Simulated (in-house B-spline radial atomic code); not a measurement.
Multiplet parameters of the 3p4 shell in Cl+ ([Ne] 3s2 3p4). Method: non-relativistic Hartree-Fock, average of configuration, point nucleus. Calculated with a radial B-spline atomic code at the basis-set limit.

Slater integrals: F^2 = 58646 cm⁻¹. Central-field spin-orbit parameter ζ(3p) = 676.7 cm⁻¹ (bare central field on non-relativistic orbitals, without two-electron terms: too large for light atoms, too small for heavy ones).

With F₂ = F^2/25 = 2346 cm⁻¹:

(1) Where do the terms lie in LS coupling, without spin-orbit interaction?

(2) Is LS coupling a fair picture here?

Results:

(1) In cm⁻¹ above the Hund's-rule term:
| term | expression | energy |
| --- | --- | --- |
| 3P | 0 F₂ | 0 |
| 1D | 6 F₂ | 14075 |
| 1S | 15 F₂ | 35188 |

(2) Fits to spectra need these integrals scaled down, since correlation screens the repulsion. Here ζ is 0.29 times F₂, so LS coupling is a fair start, though levels of equal J in close terms still mix.
